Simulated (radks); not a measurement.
Neutral cobalt, 27 electrons, occupied as [Ar] 3d7 4s2.

Calculated with a radial shooting solver on a logarithmic mesh with Libxc functionals: Dirac Kohn-Sham, LDA (Slater exchange, Perdew-Wang correlation), spin-unpolarised, spherical densities, finite nucleus; open shells fill j = l - 1/2 first; Fermi nuclear charge, rms radius 3.7875 fm.

Energy parts (eV):
part                      energy
total                 -37845.978
kinetic                38397.310
electron-nucleus      -90816.445
Hartree                16122.604
exchange-correlation   -1549.447

Orbitals (lengths in bohr, moments of r in powers of bohr; r(max) is where P^2 peaks):
orbital	occ.	eigenvalue (eV)	<r^2>	r(max)
1s1/2	2	-7574.849	0.004260	0.03684
2s1/2	2	-896.7283	0.07733	0.2136
2p1/2	2	-779.0105	0.06123	0.1702
2p3/2	4	-764.2237	0.06283	0.1728
3s1/2	2	-101.8147	0.6948	0.6692
3p1/2	2	-66.7198	0.7766	0.6729
3p3/2	4	-64.8547	0.7958	0.6805
3d3/2	4	-8.5520	1.544	0.6629
3d5/2	3	-8.3588	1.568	0.6656
4s1/2	2	-5.6710	9.612	2.302

The highest occupied level is 4s1/2 at -5.671 eV. For comparison, the ionisation energy in NIST's Atomic Spectra Database is 7.881 eV (measured). In exact Kohn-Sham theory the highest level is minus the ionisation energy, but local and semilocal functionals leave it too shallow, through self-interaction and a potential that decays too fast; potentials with the right tail come closer.

Beside tabulated values, note that spin-unpolarised runs miss the spin-polarisation part of the exchange energy of open shells.
